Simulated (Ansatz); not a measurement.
**Pulling the pair apart**

The pair of Br⁻ (SMILES [Br-], atom 1) and NH$_{3}$ (SMILES N, atoms 2–5), both closed shells, in one local arrangement (a lower one may exist), relaxed at PBE0-D4/def2-TZVPD:

```xyz
5
angstrom
Br -0.1348 0.1227 -2.7023
N -0.1506 0.1459 0.8560
H -0.2733 -0.8513 1.0026
H -0.2817 0.2689 -0.1563
H 0.8404 0.3137 1.0000
```

NH$_{3}$ is shifted rigidly along the line between the mean atom positions of the two fragments (negative: closer). Counterpoise interaction energies in kJ/mol. Program: Ansatz 0.2.0. Basis: def2-TZVPPD. Cores are frozen in the correlated methods. Filled d shells of the heavier atoms are correlated. The def2 sets are not built for correlating such inner shells, so the correlated values are less sure here.

```tsv
shift (Å)	HF	r2SCAN-D4	MP2
-0.26	-11.5	-29.4	-25.9
-0.13	-17.6	-32.2	-29.2
0.00	-21.1	-33.1	-30.4
0.13	-22.8	-32.6	-30.3
0.31	-23.3	-30.9	-28.9
0.64	-21.6	-26.2	-24.8
1.28	-16.3	-18.0	-17.4
2.55	-9.2	-9.3	-9.2
```

Problem. What does CCSD(T) give at these shifts? (An estimate is asked for; the value comes from the calculation.)

Solution. Computed: -24.4, -28.1, -29.6, -29.7, -28.5, -24.6, -17.3, -9.1 kJ/mol. For zero shift, CCSD(T) at an estimated basis limit (MP2 extrapolated from triple and quadruple zeta, plus CCSD(T) − MP2 in triple zeta) gives -32.5 kJ/mol. These are counterpoise interaction energies, counted from the two frozen fragments.

The T1 diagnostic stays at or below 0.007.

For scale, one of the runs: CCSD(T)/def2-TZVPPD, 145 basis functions, launched by `ansatz run in.yaml --threads 2 --pin off --events-out ev --progress --plain --max-ram 5222MiB`. Time: 22 s of wall clock on 2 CPU threads of an Arm Neoverse V1; the host was shared. Peak host memory: 0.9 GiB.
